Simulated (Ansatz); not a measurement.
Consider the formal exchange of groups at the Sn–B bond: `C[B]([SiH3])[SnH3]` + `F[SiH](F)F` → `F[Si](F)(F)[SnH3]` + `CB[SiH3]`.

Calculated with Ansatz (gas phase, PBE0-D4/def2-TZVP geometries, no zero-point term in ΔE). CCSD(T)/CBS is the MP2 limit (def2-TZVPP, def2-QZVPP) plus CCSD(T) − MP2 in def2-TZVPP, frozen cores. DFT in def2-TZVPP. B3LYP here is the variant with VWN-RPA as its local correlation; programs differ in this. Elements past krypton have def2 core potentials. For Sn outer-core shells are correlated without core-valence functions, which leaves a few kJ/mol of doubt a bond.

`C[B]([SiH3])[SnH3]`:

Cartesian coordinates in Å:
```
C -1.754 0.374 0.242
B -0.276 -0.036 0.013
Si 0.239 -1.620 -1.120
Sn 1.394 1.202 0.907
H -2.489 -0.425 0.115
H -1.966 0.940 1.152
H -1.934 1.074 -0.596
H 1.448 -1.360 -1.950
H -0.849 -2.120 -2.008
H 0.584 -2.711 -0.159
H 0.876 2.141 2.244
H 2.007 2.292 -0.264
H 2.718 0.250 1.425
```

`F[SiH](F)F`:

Cartesian coordinates in Å:
```
F -1.091 -0.836 0.735
Si 0.037 -0.012 0.012
F -0.175 1.510 0.344
F -0.129 -0.206 -1.540
H 1.359 -0.456 0.449
```

`F[Si](F)(F)[SnH3]`:

Z-matrix (Å, degrees):
```
Si
F 1 1.583
F 1 1.583 2 106.8
F 1 1.583 2 106.8 3 -113.9
Sn 1 2.553 2 112.0 3 123.1
H 5 1.701 1 109.0 2 59.8
H 5 1.701 1 109.0 2 179.8
H 5 1.701 1 109.0 2 -60.2
```

`CB[SiH3]`:

Z-matrix (Å, degrees):
```
C
B 1 1.550
H 1 1.092 2 114.9
H 1 1.106 2 102.7 3 113.8
H 1 1.091 2 116.1 3 -131.0
Si 2 2.018 1 124.4 3 151.8
H 2 1.201 1 118.6 3 -30.5
H 6 1.494 2 107.9 1 -112.4
H 6 1.491 2 111.7 1 130.1
H 6 1.491 2 114.0 1 7.1
```

```csv
level,ΔE (kcal/mol),difference from CCSD(T)/CBS
PBE-D4,-4.2,-2.7
PBE0-D4,-3.8,-2.3
B3LYP-D4,-3.9,-2.4
ωB97X-V,-4.2,-2.7
B2PLYP,-3.3,-1.8
PBE,-4.8,-3.3
r2SCAN,-3.5,-2.0
PBE0,-4.3,-2.8
MP2/def2-TZVPP,-0.2,1.3
SCS-MP2/def2-TZVPP,-0.9,0.6
CCSD(T)/def2-TZVPP,-1.1,0.4
HF/def2-QZVPP,-3.9,-2.4
SCS-MP2/def2-QZVPP,-1.1,0.4
HF/CBS(def2),-3.9,-2.4
MP2/CBS(def2),-0.6,0.9
CCSD/CBS(def2),-1.9,-0.4
CCSD(T)/CBS,-1.5,0
```

Largest T1 diagnostic among the species: 0.014.

In def2-TZVPP, CCSD(T) changes the Hartree–Fock value by +2.8 kcal/mol (the triples alone add +0.4 kcal/mol) and MP2 by +3.7 kcal/mol. The D4 term adds +0.9 kcal/mol with B3LYP and +0.5 kcal/mol with PBE0; it sums over pairs of atoms, weighted by their polarisabilities, and B3LYP, whose exchange is more repulsive, gets the larger term.
